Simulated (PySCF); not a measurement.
## Fe⁺: excitation energy

Fe⁺ [Ar] 3d6 4s1 (6D) → Fe⁺ [Ar] 3d5 4s2 (6S), as a difference of total energies. Computed with PySCF 2.14 in def2-QZVPPD (11s6p5d4f2g, 100 functions), with no relativity, point nucleus. Correlated levels: valence: [Ar] frozen; valence and next inner shell: [Ne] frozen. The calculations carry no spin-orbit coupling.

Question: Order these methods by the excitation energy they give, lowest first.
A. PBE0
B. UHF
C. r2SCAN
D. SCS-MP2 (valence and next inner shell)

Answer: B (2.507 eV), D (3.215 eV), A (3.925 eV), C (4.106 eV).

These non-relativistic numbers lack the scalar-relativistic shift.

Errors of the correlated levels include the incompleteness of this basis and the frozen core.

For comparison: 2.839 eV (measured; NIST levels, between the centres of gravity of the two terms).
